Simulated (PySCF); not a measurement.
C$_{6}$H$_{12}$O$_{3}$, singlet, geometry from GFN2-xTB, with bond 12-1 at 1.3 times its length; DF-B3LYP/6-31G* (PySCF).

The PySCF input:
```python
from pyscf import gto, scf, dft

mol = gto.Mole()
mol.atom = '''
    C     3.31664536    1.04528576    0.08548677
    O     2.35758882    0.04980383    0.33459253
    C     1.11766463    0.32446859   -0.26815282
    C     0.12075824   -0.76171008    0.15069742
    C     0.56859278   -2.14034251   -0.30453814
    O    -1.15387104   -0.49479461   -0.44562435
    C    -1.94831639    0.40114729    0.15008231
    C    -3.24990067    0.53499897   -0.59702382
    O    -1.65560794    1.00652072    1.14614736
    H     2.99169205    2.01727611    0.47603834
    H     3.51573573    1.14651092   -0.98887000
    H     4.49838272    0.64041970    0.74861478
    H     1.21354759    0.33361044   -1.36633882
    H     0.74081764    1.30656199    0.05552595
    H     0.01488437   -0.72621779    1.24189884
    H    -0.11794572   -2.89988917    0.05850621
    H     0.59452523   -2.17901577   -1.39047307
    H     1.56279398   -2.32996452    0.08699485
    H    -3.04985766    0.85502697   -1.61637503
    H    -3.88494813    1.25900006   -0.09655512
    H    -3.74446127   -0.43207692   -0.63617226
'''
mol.basis = '6-31g*'
mol.verbose = 4
mol.build()

mf = dft.RKS(mol)
mf.xc = 'b3lyp'
mf.init_guess = 'sap'
mf = mf.density_fit(auxbasis='def2-universal-jkfit')
mf.kernel()
```

It wrote (shortened):

```
PySCF version 2.14.0

[INPUT] verbose = 4
[INPUT] num. atoms = 21
[INPUT] num. electrons = 72
[INPUT] charge = 0
[INPUT] spin (= nelec alpha-beta = 2S) = 0
[INPUT] symmetry False subgroup None
[INPUT] Mole.unit = angstrom
[INPUT] Symbol           X                Y                Z      unit          X                Y                Z       unit  Magmom
[...]
nuclear repulsion = 480.972128362626
number of shells = 78
number of NR pGTOs = 291
number of NR cGTOs = 150
basis = 6-31g*
ecp = {}

******** <class 'pyscf.df.df_jk.DFRKS'> ********
method = DFRKS
initial guess = sap
damping factor = 0
level_shift factor = 0
DIIS = <class 'pyscf.scf.diis.CDIIS'>
diis_start_cycle = 1
diis_space = 8
diis_damp = 0
SCF conv_tol = 1e-09
SCF conv_tol_grad = None
SCF max_cycles = 50
direct_scf = False
XC library pyscf.dft.libxc version 7.1.2
    S. Lehtola, C. Steigemann, M. J. T. Oliveira, and M. A. L. Marques,  SoftwareX 7, 1–5 (2018)
XC functionals = b3lyp
    P. J. Stephens, F. J. Devlin, C. F. Chabalowski, and M. J. Frisch,  J. Phys. Chem. 98, 11623 (1994)
radial grids:
    Treutler-Ahlrichs [JCP 102, 346 (1995); DOI:10.1063/1.469408] (M4) radial grids

becke partition: Becke, JCP 88, 2547 (1988); DOI:10.1063/1.454033
pruning grids: <function nwchem_prune>
grids dens level: 3
symmetrized grids: False
atomic radii adjust function: <function treutler_atomic_radii_adjust>
small_rho_cutoff = 0
Set gradient conv threshold to 3.16228e-05
Initial guess from superposition of atomic potentials (doi:10.1021/acs.jctc.8b01089)
This is the Gaussian fit version as described in doi:10.1063/5.0004046.
Found SAP basis sapgrasplarge
[...]
tot grids = 244656
******** <class 'pyscf.df.df.DF'> ********
auxbasis = def2-universal-jkfit
init E= -457.747276141376
[...]
cycle= 1 E= -448.758505230021  delta_E= 8.99  |g|= 5.81  |ddm|= 32.7
[...]
cycle= 2 E= -367.416007446806  delta_E= 81.3  |g|= 14.7  |ddm|= 37.9
[...]
cycle= 3 E= -457.081541878918  delta_E= -89.7  |g|=  4.3  |ddm|= 19.3
[...]
cycle= 4 E= -460.3324714154  delta_E= -3.25  |g|= 2.24  |ddm|=  4.3
[...]
cycle= 5 E= -461.348984546168  delta_E= -1.02  |g|= 0.844  |ddm|= 2.29
[...]
cycle= 6 E= -461.443027050005  delta_E= -0.094  |g|= 0.476  |ddm|= 1.02
[...]
cycle= 7 E= -461.490196865648  delta_E= -0.0472  |g|= 0.0987  |ddm|= 0.45
[...]
cycle= 8 E= -461.491869875737  delta_E= -0.00167  |g|= 0.0353  |ddm|= 0.107
[...]
cycle= 9 E= -461.492092267211  delta_E= -0.000222  |g|= 0.00796  |ddm|= 0.028
[...]
cycle= 10 E= -461.492105970847  delta_E= -1.37e-05  |g|= 0.00187  |ddm|= 0.00753
[...]
cycle= 11 E= -461.492106803448  delta_E= -8.33e-07  |g|= 0.000438  |ddm|= 0.00195
[...]
cycle= 12 E= -461.492106838352  delta_E= -3.49e-08  |g|= 0.000206  |ddm|= 0.000518
[...]
cycle= 13 E= -461.492106846269  delta_E= -7.92e-09  |g|= 4.84e-05  |ddm|= 0.000185
[...]
cycle= 14 E= -461.492106846715  delta_E= -4.46e-10  |g|= 1.6e-05  |ddm|= 4.99e-05
[...]
Extra cycle  E= -461.492106846626  delta_E= 8.89e-11  |g|= 2.64e-05  |ddm|= 3.41e-05
converged SCF energy = -461.492106846626
```
